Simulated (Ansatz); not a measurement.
Isolated molecules relaxed with PBE0-D4/def2-TZVP in Ansatz; ΔE leaves out vibrations. CCSD(T)/CBS adds triple-zeta CCSD(T) − MP2 to the extrapolated MP2 energy (def2 sets, frozen cores). This one scheme is used for every species. Functionals use def2-TZVPP. For Ge outer-core shells are correlated without core-valence functions, which leaves a few kJ/mol of doubt a bond. Scalar relativity is left out up to krypton. One conformer a species, not always the lowest.

Consider the formal exchange of groups at a Ge–Si bond: `C[Si](Cl)(Cl)[GeH3]` + `OBF` → `O[B](F)[GeH3]` + `C[SiH](Cl)Cl`.

`C[Si](Cl)(Cl)[GeH3]`:

```xyz
11

C    -1.619    0.081   -0.732
Si   -0.387   -0.189    0.627
Cl   -0.819    1.105    2.170
Cl   -0.602   -2.112    1.333
Ge    1.886    0.125    0.010
H    -1.544    1.104   -1.110
H    -2.632   -0.082   -0.359
H    -1.431   -0.613   -1.554
H     2.099    1.565   -0.484
H     2.792   -0.135    1.221
H     2.258   -0.848   -1.121
```

`OBF`:

Z-matrix (Å, degrees):
```
B
O 1 1.344
F 1 1.332 2 120.3
H 1 1.192 2 120.1 3 -180.0
H 2 0.963 1 113.4 3 -0.0
```

`O[B](F)[GeH3]`:

```xyz
8

O    -0.011    1.730    1.012
B    -0.551    0.905    0.094
F    -1.642    1.349   -0.517
Ge    0.203   -0.970   -0.410
H     0.776    1.379    1.435
H     0.597   -1.029   -1.894
H     1.460   -1.288    0.426
H    -0.832   -2.075   -0.146
```

`C[SiH](Cl)Cl`:

Cartesian coordinates in Å:
```
C 0.648 -0.799 0.086
Si -0.608 0.550 -0.036
Cl -0.612 1.328 -1.932
Cl -0.153 2.045 1.290
H 0.656 -1.214 1.096
H 0.410 -1.598 -0.622
H 1.644 -0.415 -0.142
H -1.985 0.103 0.260
```

```csv
level,ΔE (kJ/mol)
B2PLYP,28.3
revPBE,27.0
LC-ωPBE,24.6
HF/def2-SVP,29.2
MP2/def2-SVP,34.4
CCSD/def2-TZVPP,27.7
CCSD(T)/def2-TZVPP,28.6
HF/def2-QZVPP,25.3
```

(1) What does CCSD(T)/CBS give? (Estimate.)

(2) What do rigid-rotor, harmonic-oscillator terms from PBE0-D4/def2-TZVP frequencies (298.15 K, 1 bar) make of the CCSD(T)/CBS value? (Estimate.)

Largest T1 diagnostic among the species: 0.013.

## Answers

(1) Ansatz gave: +29.6 kJ/mol. The listed levels differ from it by -1.3, -2.6, -5.0, -0.4, 4.8, -1.9, -1.0, -4.3 kJ/mol.

(2) Ansatz gave: ΔZPE = -1.2 kJ/mol, ΔH = +26.9 kJ/mol, ΔS = 1 J/(mol·K), ΔG = +26.5 kJ/mol.

The D4 term adds +7.6 kJ/mol with B3LYP and +4.5 kJ/mol with PBE0; it sums over pairs of atoms, weighted by their polarisabilities, and B3LYP, whose exchange is more repulsive, gets the larger term. Leaving LDA and LC-ωPBE aside and taking each functional with its dispersion term where it has one, the values, not all of them listed here, spread over 7.6 kJ/mol, from B97M-V to BHLYP-D4.

CCSD(T)/CBS has its own doubt, a few kJ/mol and more with outer-core shells, so smaller differences from it don't rank the levels.

B3LYP here is the variant with VWN-RPA as its local correlation; programs differ in this.
